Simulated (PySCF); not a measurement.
Computed IR spectrum (relative IR intensity) of a molecule C2H9NOSi. The structure is a stationary point at r2SCAN-D4/def2-SVP. The values are those of a single conformer. These are r2SCAN-D4/def2-SVP (PySCF 2.14.0) values and carry that method's errors. Frequencies are harmonic and unscaled.

```
ν (cm⁻¹)  relative intensity
--------  ------------------
64                        15
160                      2.5
249                       28
268                       38
320                       26
348                      9.7
442                       80
621                      6.7
657                       16
746                       57
779                       50
823                       68
864                       36
890                       78
930                       66
972                      9.8
984                       44
1047                      15
1254                     5.1
1423                     3.4
1474                     4.1
1477                     3.4
1548                      27
2193                     100
3013                      13
3026                      21
3063                     6.9
3114                      15
3127                      12
3570                      13
3667                      16
3874                      32
```

Task: Which structure fits?
A. CO[Si@H](C)N
B. CCN[SiH2]O
C. C[C@H](N)[SiH2]O
D. CC[Si@@H](N)O

Result: D, CC[Si@@H](N)O
